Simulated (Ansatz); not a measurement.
One change: `[OH][Mg][O][SiH3]` becomes `[F][Mg][O][SiH3]`.

Ansatz, PBE0-D4/def2-TZVP geometries, multiplicity 1. Each molecule was computed in one conformer, which needn't be the lowest.

```json
{"property": "HOMO energy (B3LYP/def2-TZVPP) / eV", "`[OH][Mg][O][SiH3]`": "-7.84"}
{"property": "HOMO energy (PBE0/def2-TZVPP) / eV", "`[OH][Mg][O][SiH3]`": "-8.04"}
{"property": "HOMO–LUMO gap (PBE0/def2-TZVPP) / eV", "`[OH][Mg][O][SiH3]`": "6.69"}
{"property": "HOMO–LUMO gap (B3LYP/def2-TZVPP) / eV", "`[OH][Mg][O][SiH3]`": "6.17"}
{"property": "LUMO energy (PBE/def2-TZVPP) / eV", "`[OH][Mg][O][SiH3]`": "-2.11"}
{"property": "HOMO energy (PBE/def2-TZVPP) / eV", "`[OH][Mg][O][SiH3]`": "-6.58"}
```

Give the same properties after the change, and the shifts. (Best estimate.)

The calculation gave: 
| property | `[F][Mg][O][SiH3]` | shift |
| --- | --- | --- |
| HOMO energy (B3LYP/def2-TZVPP) / eV | -8.09 | -0.25 |
| HOMO energy (PBE0/def2-TZVPP) / eV | -8.28 | -0.24 |
| HOMO–LUMO gap (PBE0/def2-TZVPP) / eV | 6.58 | -0.11 |
| HOMO–LUMO gap (B3LYP/def2-TZVPP) / eV | 6.03 | -0.14 |
| LUMO energy (PBE/def2-TZVPP) / eV | -2.47 | -0.36 |
| HOMO energy (PBE/def2-TZVPP) / eV | -6.86 | -0.28 |

With PBE0 the HOMO falls by 0.24 eV and the LUMO falls by 0.36 eV, so the gap narrows by about 0.12 eV. PBE moves the HOMO by -0.28 eV and ωB97M-V by -0.23 eV.

B3LYP here is the variant with VWN-RPA as its local correlation; programs differ in this.
